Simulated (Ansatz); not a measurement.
`[OH][Sn][F]` + `CNC` → `C[N](C)[Sn][OH]` + H–F  (ligand exchange at the Sn–F bond)

Isolated molecules relaxed with PBE0-D4/def2-TZVP in Ansatz; ΔE leaves out vibrations. CBS: MP2 limit from def2 TZ/QZ plus the TZ coupled-cluster correction, frozen cores. This one scheme is used for every species. DFT in def2-TZVPP. Elements past krypton have def2 core potentials. For Sn outer-core shells are correlated without core-valence functions, which leaves a few kJ/mol of doubt a bond. Each species was taken in one conformer, which may not be the lowest.

| level | ΔE (kcal/mol) |
| --- | --- |
| B97M-V | 18.7 |
| ωB97M-V | 17.0 |
| B2PLYP | 16.8 |
| r2SCAN | 17.2 |
| PBE0 | 17.0 |
| LC-ωPBE | 19.4 |
| MP2/def2-QZVPP | 12.0 |
| CCSD/CBS(def2) | 15.3 |

Question: What does CCSD(T)/CBS give? (Best estimate.)

Answer: Computed: +13.8 kcal/mol. The listed levels differ from it by 4.9, 3.2, 3.0, 3.4, 3.2, 5.6, -1.8, 1.5 kcal/mol.

Largest T1 diagnostic among the species: 0.018.

In def2-TZVPP, CCSD(T) changes the Hartree–Fock value by −9.4 kcal/mol (the triples alone add −1.5 kcal/mol) and MP2 by −11.1 kcal/mol. The D4 term adds −3.7 kcal/mol with B3LYP and −2.0 kcal/mol with PBE0; it sums over pairs of atoms, weighted by their polarisabilities, and B3LYP, whose exchange is more repulsive, gets the larger term. Leaving LDA and LC-ωPBE aside and taking each functional with its dispersion term where it has one, the values, not all of them listed here, spread over 4.4 kcal/mol, from revPBE-D4 to B97M-V. LDA lies −4.8 kcal/mol from PBE without D4.

B3LYP here is the variant with VWN-RPA as its local correlation; programs differ in this.
